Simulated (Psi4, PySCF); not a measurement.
Approach curve of the dimer H3ClSi ··· Li+ (SMILES [SiH3]Cl and [Li+]) (charge +1), singlet. Monomers: optimised at B3LYP-D3(BJ) (def2-TZVP), held rigid. Orientation: lowest of the rigid-body minima from ten starts at GFN2-xTB (searched outside a hard wall at short contacts). R is the distance of the centres of mass, along which the second monomer moves. The shortest distances reach bonding range, where SAPT0 and rigid monomers are unreliable.

Geometry at R = 3.10 Å (first 5 atoms: monomer A):
```
6

Si    -0.1304     0.0056    -0.0231
Cl     1.9025    -0.0812     0.3367
H     -0.8407    -0.4051     1.2037
H     -0.4830     1.3927    -0.3829
H     -0.4484    -0.9120    -1.1344
Li     3.9685    -0.1628     0.7582
```

- SAPT0/jun-cc-pVDZ, all electrons correlated (Psi4)
- RKS-LDA (SVWN5)/6-31G* = PySCF 2.14.0 with restricted LDA (SVWN5)/6-31G*, spherical d, no counterpoise correction
- revPBE-D3(BJ)/def2-TZVP, counterpoise-corrected (Psi4)
- wB97X-V/def2-TZVP, counterpoise-corrected (Psi4)
- PBE-D3(BJ)/def2-TZVP, counterpoise-corrected (Psi4)

Interaction energies in kcal/mol (negative: bound); R is the distance of the centres of mass, d the Cl2···Li6 distance.

| R / Å | d / Å | SAPT0/jun-cc-pVDZ | RKS-LDA (SVWN5)/6-31G* | revPBE-D3(BJ)/def2-TZVP | wB97X-V/def2-TZVP | PBE-D3(BJ)/def2-TZVP |
|---|---|---|---|---|---|---|
| 3.10 | 2.11 | -13.73 | -18.24 | -16.44 | -15.48 | -16.66 |
| 3.32 | 2.33 | -16.01 | -19.59 | -17.55 | -16.45 | -17.44 |
| 3.46 | 2.47 | -15.75 | -18.84 | -16.80 | -15.64 | -16.53 |
| 3.78 | 2.79 | -13.52 | -15.60 | -14.15 | -12.70 | -13.52 |
| 4.07 | 3.08 | -11.23 | -12.57 | -12.58 | -10.18 | -11.32 |
| 4.58 | 3.59 | -8.09 | -8.59 | -8.84 | -7.01 | -7.80 |
| 5.32 | 4.33 | -5.39 | -5.44 | -5.18 | -4.46 | -4.73 |
| 6.30 | 5.31 | -3.56 | -3.48 | -2.89 | -2.84 | -2.79 |
| 7.58 | 6.59 | -2.34 | -2.22 | -1.70 | -1.82 | -1.70 |

Lowest grid point: SAPT0/jun-cc-pVDZ -16.01 kcal/mol at R = 3.32 Å; RKS-LDA (SVWN5)/6-31G* -19.59 kcal/mol at R = 3.32 Å; revPBE-D3(BJ)/def2-TZVP -17.55 kcal/mol at R = 3.32 Å; wB97X-V/def2-TZVP -16.45 kcal/mol at R = 3.32 Å; PBE-D3(BJ)/def2-TZVP -17.44 kcal/mol at R = 3.32 Å.
